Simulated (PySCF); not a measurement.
# Finite-field polarisability of B (boron, neutral)

[He] 2s2 2p1, 2P determinant. All numbers are calculated (PySCF 2.14, no relativity, point nucleus, in aug-cc-pVQZ (6s5p4d3f2g, 80 functions)). Frozen: 1s2. Energy changes in a uniform field (μhartree):

| axis | F (au) | HF | MP2 | CCSD | CCSD(T) |
| --- | --- | --- | --- | --- | --- |
| x | 0.0031 | -98.488 | -81.692 | -88.820 | -89.359 |
| x | 0.0062 | -394.023 | -327.813 | -355.549 | -357.683 |
| y | 0.0028 | -100.523 | -97.236 | -96.460 | -96.695 |
| y | 0.0056 | -402.907 | -389.841 | -386.858 | -387.817 |

By symmetry the remaining axis equals x.

Derive α along x at CCSD(T) from the two fields.

With ΔE = −αF²/2 − γF⁴/24, α = −(16 ΔE(F) − ΔE(2F))/(6F²) = 18.59 bohr³.

And the mean polarisability at each level?

The components xx, yy, zz at CCSD(T) are 18.59, 24.65, 18.59, the third axis being equal by symmetry to one of the two computed. Means: HF 22.21, MP2 19.58, CCSD 20.52, CCSD(T) 20.61 bohr³. Reference: 20.5 ± 0.1 bohr³ (recommended; Schwerdtfeger and Nagle, table of static dipole polarizabilities (2023 update)).
